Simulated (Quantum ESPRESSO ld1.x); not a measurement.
Results of a calculation; reference values are marked as such.
Xe II, configuration [Kr] 4d9.75 5s2 5p5.25 (fractional occupations, a model configuration). Code: ld1.x of Quantum ESPRESSO 7.5. Model: scalar-relativistic Kohn-Sham, LDA (Slater exchange, Perdew-Wang correlation), spin-polarised, spherical densities, point nucleus; open shells are filled with parallel spins first.

Unscreened Slater integrals over Kohn-Sham orbitals (hartree). They are taken over the spin-up orbitals. Empty in this configuration: 4f, 6s.

F0(4f,4f): 0.056997
F2(4f,4f): 0.029411
F4(4f,4f): 0.019102
F6(4f,4f): 0.013960
F0(4f,6s): 0.074180
G3(4f,6s): 0.0055168
F0(4f,5p): 0.075491
F2(4f,5p): 0.0048120
G2(4f,5p): 0.0011547
G4(4f,5p): 0.00074268
F0(4f,5s): 0.075609
G3(4f,5s): 0.00062397
F0(6s,6s): 0.18966
F0(6s,5p): 0.23399
G1(6s,5p): 0.021894
F0(6s,5s): 0.23895
G0(6s,5s): 0.011474
F0(5p,5p): 0.41773
F2(5p,5p): 0.22369
F0(5p,5s): 0.45201
G1(5p,5s): 0.29777
F0(5s,5s): 0.49878

Derived for the open shells (J is the average intra-shell exchange parameter used in DFT+U). 5p: J = F2/5 = 0.04474 hartree.
